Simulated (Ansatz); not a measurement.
Ideal-gas functions of CH₅InSn, SMILES `[CH2]1[InH][SnH2]1` at 400 K and 1 bar, from an Ansatz frequency run at PBE0-D4/def2-TZVP.

Molar mass 250.58 g/mol, point group Cs (symmetry number 1), electronic degeneracy 1, moments of inertia 50.002, 460.923, 499.968 u Å². Harmonic wavenumbers (cm⁻¹, unscaled): 132, 144, 222, 267, 365, 442, 502, 568, 584, 699, 782, 821, 1340, 1837, 1873, 1889, 3086, 3169.

Use S(trans) = R[1.5 ln M + 2.5 ln T − 1.1517]; rotational temperatures θ = 24.2544 K / I; S(rot) = R[ln(√π/σ · √(T³/θAθBθC)) + 1.5]; for each mode x = 1.438777 ν̃/T, S = R[x/(eˣ − 1) − ln(1 − e⁻ˣ)] and H = RT x/(eˣ − 1); 1 cm⁻¹ = 0.0119627 kJ/mol; R = 8.31446 J/(mol·K).

Q: By hand: the entropy, in J/(mol·K).

A: Translation 183.9. Rotation: θ = 0.4851, 0.0526, 0.0485 K, giving 119.8. Vibration, mode by mode: 14.59, 13.88, 10.40, 8.96, 6.62, 5.28, 4.45, 3.68, 3.52, 2.54, 2.01, 1.80, 0.39, 0.09, 0.08, 0.07, 0.00, 0.00, in all 78.4. Electronic 0.0. Sum 382.1 J/(mol·K).

Q: By hand: H − E and G − E in kJ/mol, counted from the electronic energy.

A: Zero-point energy ½ × 18722 × 0.0119627 = 112.0; thermal vibration 17.5; translation, rotation and pV give 4 RT = 13.3. H − E = 142.8 kJ/mol, and G − E = 142.8 − 400 × 382.1/1000 = -10.0 kJ/mol.

Vibration gives 21 % of the entropy, 28.5 J/(mol·K) of it from the modes under 150 cm⁻¹: soft modes count most, and the harmonic formula is weakest for them.
